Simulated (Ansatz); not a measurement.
`CB(S)C[SiH3]` and `BB(C)C[SiH3]` differ in one atom or group.

Ansatz, PBE0-D4/def2-TZVP geometries, multiplicity 1. Each molecule was computed in one conformer, which needn't be the lowest.

| property | `CB(S)C[SiH3]` |
| --- | --- |
| LUMO energy (PBE/def2-TZVPP) / eV | -1.50 |
| HOMO–LUMO gap (PBE0/def2-TZVPP) / eV | 7.19 |
| HOMO–LUMO gap (B3LYP/def2-TZVPP) / eV | 6.78 |
| HOMO–LUMO gap (PBE/def2-TZVPP) / eV | 5.10 |
| LUMO energy (PBE0/def2-TZVPP) / eV | -0.57 |
| HOMO energy (PBE0/def2-TZVPP) / eV | -7.76 |

(1) What does the change do to each property? (Estimate.)

## Answers

(1) Ansatz gave: 
```tsv
property	`BB(C)C[SiH3]`	shift
LUMO energy (PBE/def2-TZVPP) / eV	-2.56	-1.06
HOMO–LUMO gap (PBE0/def2-TZVPP) / eV	6.21	-0.98
HOMO–LUMO gap (B3LYP/def2-TZVPP) / eV	5.81	-0.97
HOMO–LUMO gap (PBE/def2-TZVPP) / eV	3.89	-1.21
LUMO energy (PBE0/def2-TZVPP) / eV	-1.55	-0.98
HOMO energy (PBE0/def2-TZVPP) / eV	-7.76	0.00
```

B3LYP here is the variant with VWN-RPA as its local correlation; programs differ in this.
